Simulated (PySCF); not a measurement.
Delta-SCF ions had no search for a lower state. Excitations are Tamm–Dancoff values on a coarser integration grid. The basis has no diffuse functions, so Rydberg states are missing or too high.

C2H7B, SMILES `CBC` (charge 0, multiplicity 1)

Calculation: TPSSh-D3(BJ)/def2-TZVP // CAM-B3LYP-D3(BJ)/def2-TZVP (PySCF).

```yaml
HOMO: -8.00 eV
dipole_moment: 0.42 D
HOMO–LUMO gap: 6.99 eV
LUMO: -1.01 eV
S1 excitation (TDA): 6.24 eV
S1 oscillator strength: 0.002
brightest of the four lowest singlets (TDA): 8.54 eV
T1 excitation (TDA): 5.60 eV
S1–T1 gap (TDA): 0.64 eV
vertical ionisation energy (Delta-SCF): 10.92 eV
total_energy: -2866.20 eV
cost: about 2.8 core-minutes (a rough figure)
```

Bonded distances (Å): C1–B2 1.556, C1–H4 1.100, C1–H5 1.091, C1–H6 1.091, B2–C3 1.556, B2–H7 1.199, C3–H8 1.091, C3–H9 1.100, C3–H10 1.091. Bond angles (°): B2–C1–H4 105.7, B2–C1–H5 114.8, B2–C1–H6 113.8, H4–C1–H5 106.8, H4–C1–H6 105.3, H5–C1–H6 109.8, C1–B2–C3 123.3, C1–B2–H7 118.4, C3–B2–H7 118.3, B2–C3–H8 113.6, B2–C3–H9 105.8, B2–C3–H10 114.8, H8–C3–H9 105.2, H8–C3–H10 109.8, H9–C3–H10 106.9.
